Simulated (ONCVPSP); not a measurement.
**Ar (Z = 18): one change to an ONCV potential, before and after**

* Element: argon (Ar)
* Generator: ONCVPSP 4.0.1
* Type: optimised norm-conserving Vanderbilt (ONCV)
* Functional: PW91
* Relativity: non-relativistic
* Frozen core: [Ne]
* Valence charge: 8
* Reference configuration: 3s2 3p6
* Partial waves: 3s: rc 1.20 bohr, ncon 3, nbas 7, qcut 6.2 1/bohr, 2 projectors, debl 1 Ha; 3p: rc 1.10 bohr, ncon 3, nbas 8, qcut 9 1/bohr, 2 projectors, debl 2.5 Ha; d scattering state at 0.09 Ha: rc 1.25 bohr, ncon 4, nbas 7, qcut 8.3 1/bohr, 1 projector
* Local potential: polynomial inside 1.05 bohr (lpopt 1, dvloc0 3 Ha)
* Core correction: none

All-electron outer shells of the reference configuration (PW91, non-relativistic, ld1.x):

| shell | level (eV) | outermost node (bohr) | outermost maximum (bohr) |
| --- | --- | --- | --- |
| 2s | -294.83 | 0.12 | 0.34 |
| 2p | -230.01 | – | 0.28 |
| 3s | -24.11 | 0.52 | 1.17 |
| 3p | -10.34 | 0.49 | 1.30 |

Change: s: qcut 8.9; p: qcut 12.9; d: qcut 11.9.

Cutoffs: the cutoffs (Ha) at which the residual kinetic energy of the hardest occupied pseudo-wave falls to 1 and 0.1 mHa per electron; they do not see the model core or the augmentation charge, which bear on the density cutoff. Errors are all-electron minus pseudo energies relative to the spin-unpolarised reference configuration.

Question: Predict the effect on cutoff, ghosts and configuration errors.

Answer: The potential gets harder (18 Ha and 54 Ha → 44 Ha and 59 Ha); a bound ghost appears in p, which as a rule spoils a file; of the 4 tests that both files solve, the error grows in 1 and shrinks in 2 by more than 15 % and 0.3 meV (median size 31.7 → 26.6 meV).

```tsv
quantity	base	changed
cutoff, loose	18 Ha	44 Ha
cutoff, tight	54 Ha	59 Ha
loose cutoff by channel	s 18 Ha, p 17 Ha	s 22 Ha, p 44 Ha
bound ghosts	none	p
GHOST(+) flags under 300 eV	s at 246.7 eV	s at 238.8 eV
error for 3s2 3p5, meV [ΔE 16.14 eV]	+0.6	+1.0
error for 3s2 3p4, meV [ΔE 44.88 eV]	+11	+10.0
error for 3s2 3p3, meV [ΔE 87.54 eV]	+52	+43
error for 3s2 3p2, meV [ΔE 145.26 eV]	+157	+133
s: phases at 1.22 bohr within 0.05 rad from the reference energy up to (Ha; the scan ends near 5)	to the end of the scan	to the end of the scan
p: phases at 1.12 bohr within 0.05 rad from the reference energy up to (Ha; the scan ends near 5)	to the end of the scan	to the end of the scan
d: phases at 1.27 bohr within 0.05 rad from the reference energy up to (Ha; the scan ends near 5)	to the end of the scan	to the end of the scan
```

 A true bound ghost makes a file unfit for plane-wave use even where its test errors are small: the radial tests pick states by their node count and pass the ghost by.
